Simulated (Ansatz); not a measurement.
`C[CH2][Ga]([F])[SH]` → `[F][GaH][SH]` + `C=C` at 500 K and 1 bar (β-hydride elimination).

Computed with Ansatz on PBE0-D4/def2-TZVP structures; ΔE is electronic, products minus reactants. CCSD(T)/CBS is the MP2 limit (def2-TZVPP, def2-QZVPP) plus CCSD(T) − MP2 in def2-TZVPP, frozen cores. This one scheme is used for every species. For Ga outer-core shells are correlated without core-valence functions, which leaves a few kJ/mol of doubt a bond. Scalar relativity is left out up to krypton. One conformer a species, not always the lowest.

```json
{"species": "`C[CH2][Ga]([F])[SH]`", "CCSD(T)/CBS energy (Eh)": "-2501.31839", "H − E (kJ/mol)": "252.5", "S (J/(mol·K))": "451.5"}
{"species": "`[F][GaH][SH]`", "CCSD(T)/CBS energy (Eh)": "-2422.78377", "H − E (kJ/mol)": "79.2", "S (J/(mol·K))": "343.7"}
{"species": "`C=C`", "CCSD(T)/CBS energy (Eh)": "-78.48111", "H − E (kJ/mol)": "155.1", "S (J/(mol·K))": "245.3"}
```

H − E and S are ideal-gas, rigid-rotor, harmonic terms from PBE0-D4/def2-TZVP, for one conformer and one mirror image of each species. 1 Eh = 2625.50 kJ/mol, R = 8.31446 J/(mol·K).

Task: By hand: ΔE, ΔH, ΔS and ΔG.

Result: ΔE = (-2422.78377) + (-78.48111) − (-2501.31839) = 0.05351 Eh = 140.5 kJ/mol. Δ(H − E) = 79.2 + 155.1 − 252.5 = -18.2, so ΔH = 122.3 kJ/mol. ΔS = 343.7 + 245.3 − 451.5 = 137.5 J/(mol·K). ΔG = 122.3 − 500 × (137.5)/1000 = 53.5 kJ/mol.

Task: By hand: the equilibrium constant, and the temperature at which ΔG would vanish if ΔH and ΔS stayed fixed.

Result: log₁₀ K = −ΔG/(RT ln 10) = -5.6. ΔG = 0 at ΔH/ΔS = 889 K.

The number of gas molecules changes by +1, which sets the sign of ΔS. A doubt of 5 kJ/mol in ΔE shifts log₁₀ K by 0.5 here. Other conformers and mirror images would add mixing entropy, several J/(mol·K) or more a flexible species. Modes under 60 cm⁻¹, often nearly free rotors, make the harmonic entropy too high. These are equilibria of isolated gas molecules and say nothing of rates. Largest T1 diagnostic: 0.014 (customary marks: 0.02 for closed shells, 0.045 for open ones).
